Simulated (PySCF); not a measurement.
## C₆ coefficients of unlike pairs at PBE0

Calculated with PySCF 2.14 from the dipole response of each species, C₆(A,B) = (3/π) ∫ α_A(iu) α_B(iu) du, in atomic units, from isotropic polarisabilities. For ions this is the dispersion term alone; charge-induced terms of lower order in 1/R come first.

| species | configuration | basis | relativity | α (bohr³) | C₆ (like pair) |
| --- | --- | --- | --- | --- | --- |
| In³⁺ | [Kr] 4d10 (1S) | def2-QZVPPD with the def2 core potential (28 electrons) (8s6p5d4f1g) | core potential | 3.388 | 14.52 |
| F²⁺ | [He] 2s2 2p3 (4S) | x2c-QZVPPall with one added diffuse shell each of s, p, d, f type (8s5p4d3f1g) | spin-free X2C | 1.240 | 1.563 |
| B⁺ | [He] 2s2 (1S) | aug-cc-pCVTZ-DK (7s6p4d2f) | spin-free X2C | 10.74 | 29.20 |
| Ru⁺ | [Kr] 4d7 (4F) | x2c-TZVPPall with one added diffuse shell each of s, p, d, f type (9s7p7d3f1g) | spin-free X2C | 15.21 | 96.66 |

Q: Estimate C₆ for Ru⁺ with B⁺.

A: The integral gives 50.54. The combination rule 2 C_A C_B / (C_A α_B/α_A + C_B α_A/α_B) gives 51.50 and the geometric mean 53.13.

No spin-orbit coupling is included.

The other pairs:

| pair | C₆ |
| --- | --- |
| Ru⁺, In³⁺ | 34.43 |
| Ru⁺, F²⁺ | 11.60 |
| B⁺, In³⁺ | 15.63 |
| F²⁺, In³⁺ | 4.752 |
| B⁺, F²⁺ | 5.408 |
